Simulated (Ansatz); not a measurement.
Two shapes of singlet AlCl3.

Shape 1:

```xyz
4

Al    0.0225   -0.0352   -0.0274
Cl    2.1244   -0.0067   -0.0197
Cl   -1.0471    1.7515   -0.0067
Cl   -1.0503   -1.8456    0.0184
```

Shape 2:

```xyz
4

Al    0.0000    0.0000    0.0000
Cl    2.2453    0.0000    0.0000
Cl   -1.1226    1.9445    0.0000
Cl   -1.1226   -1.9445    0.0000
```

Basis set: cc-pVTZ (spherical functions). Correlated methods keep 20 orbitals frozen. Charge 0, multiplicity 1.

Computed with Ansatz (development build ahead of 0.2.0); each method stands on the lowest determinant of its kind that the runs found.

Question: Which shape is lower in energy, and by how much in each method?

Answer:

```tsv
method	E(2) − E(1) (eV)
RHF	0.678
RHF-MP2	0.631
```

Shape 1 is lower.
